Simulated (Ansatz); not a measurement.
Ca4Se3⁺. Charge 1, multiplicity 2. Geometry PBE-D4/def2-SVP; atoms count from 1.

```xyz
7

Ca   -0.647   -1.798    3.245
Ca    1.772    1.838    0.176
Ca   -0.846   -0.855   -0.236
Ca    0.633    2.270   -4.390
Se   -2.067   -2.693    1.274
Se    0.393    1.064   -2.007
Se    0.762    0.175    1.938
```

Another isomer (doublet) lies 1.64 eV lower at PBE0-D4/def2-SVP; other spin states weren't run for this one.

Q: Estimate the Mulliken populations from the PBE0/def2-SVP orbitals of Ansatz.

A: 
```
atom  charge (e)  spin (α − β)
 Ca1        0.90          0.00
 Ca2        0.96          0.02
 Ca3        0.87          0.00
 Ca4        0.58          0.97
 Se5       -0.64          0.00
 Se6       -0.83          0.00
 Se7       -0.83          0.00
```
Mulliken values depend strongly on the basis.

Q: Where does the spin sit?

A: Summed by element: Ca 0.99, Se 0.01, of 1 unpaired in all. Largest on single atoms: Ca4 0.97, Ca2 0.02, Se6 0.00.

Q: And the Mayer bond orders between heavy atoms (over 0.3)?

A: Ca1–Se5 1.17 (2.59 Å); Ca1–Se7 0.60 (2.75 Å); Ca2–Se6 0.77 (2.70 Å); Ca2–Se7 0.92 (2.63 Å); Ca3–Se5 0.96 (2.67 Å); Ca3–Se6 0.43 (2.89 Å); Ca3–Se7 0.43 (2.89 Å); Ca4–Se6 0.75 (2.68 Å).
